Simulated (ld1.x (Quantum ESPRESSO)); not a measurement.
An all-electron radial function and its pseudo partner (niobium (Nb))

Columns: radius, all-electron u(r) and pseudo u(r) of the 5s shell (level -4.01 eV) of niobium in the configuration [Kr] 4d4 5s1 5p0; Wu–Cohen, scalar-relativistic, TM semilocal scheme, ld1.x (Quantum ESPRESSO) 7.5.

```tsv
r (bohr)	all-electron	pseudo
0.182	-0.0039	0.0602
0.365	0.1553	0.1108
0.548	-0.0393	0.1439
0.730	-0.2177	0.1581
0.912	-0.2662	0.1594
1.095	-0.2083	0.1577
1.277	-0.0935	0.1632
1.460	0.0407	0.1845
1.642	0.1698	0.2284
1.825	0.2838	0.2970
2.007	0.3773	0.3780
2.190	0.4507	0.4507
2.372	0.5051	0.5051
2.555	0.5432	0.5432
2.738	0.5672	0.5672
2.920	0.5795	0.5795
3.102	0.5823	0.5823
3.285	0.5772	0.5772
3.468	0.5659	0.5659
3.650	0.5498	0.5498
3.832	0.5298	0.5298
4.015	0.5070	0.5070
4.198	0.4822	0.4822
4.380	0.4563	0.4563
4.562	0.4297	0.4297
4.745	0.4030	0.4030
```

(1) How many radial nodes do the two functions have?

(2) At about which radius was the pseudo-wave matched?

(3) Is the pseudo-wave norm-conserving?

## Answers

(1) The all-electron 5s function has n − l − 1 = 4 (the table is too coarse to show those close to the nucleus); the pseudo-wave has 0, since the states of the same l below it are removed with the core.

(2) 2.20 bohr, where the columns begin to agree (steps of 0.18 bohr).

(3) Yes: the TM semilocal scheme keeps the norm inside the radius equal to the all-electron one, which fixes the energy derivative of the logarithmic derivative at the level.
